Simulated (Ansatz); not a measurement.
Basis sets compared for LaBr3. The state is a singlet with charge 0. Geometry PBE0-D4/def2-SVP. Ansatz on 4 threads of Arm Neoverse V1 on a shared host; times are rough, and most runs start from earlier orbitals.

```xyz
4

La   -0.293    0.084    0.066
Br    0.677   -0.096    2.638
Br    0.444    2.275   -1.433
Br   -0.827   -2.264   -1.271
```

In the def2 sets La takes a core potential; there is no spin–orbit coupling.

| level | functions | energy (Eh) | HOMO (eV) | LUMO (eV) | wall time |
| --- | --- | --- | --- | --- | --- |
| PBE-D4/def2-SVP | 128 | -7752.2404 | -7.02 | -3.57 | 1.8 s |
| PBE-D4/def2-TZVP | 184 | -7753.1752 | -7.12 | -3.58 | 2.8 s |
| r2SCAN-D4/def2-TZVP (with forces) | 184 | -7754.2915 | -7.46 | -3.26 | 8 s |
| PBE0-D4/def2-SVP | 128 | -7752.4916 | -8.31 | -2.94 | 2.9 s |
| PBE0-D4/def2-TZVP | 184 | -7753.4263 | -8.37 | -2.92 | 4.7 s |

Estimate the rows for PBE-D4/def2-TZVPD, r2SCAN-D4/def2-TZVPD, PBE0-D4/def2-TZVPD.


```tsv
level	functions	energy (Eh)	HOMO (eV)	LUMO (eV)	wall time
PBE-D4/def2-TZVPD	214	-7753.1762	-7.14	-3.59	4.3 s
r2SCAN-D4/def2-TZVPD	214	-7754.2925	-7.46	-3.24	9.5 s
PBE0-D4/def2-TZVPD	214	-7753.4272	-8.38	-2.92	7.5 s
```
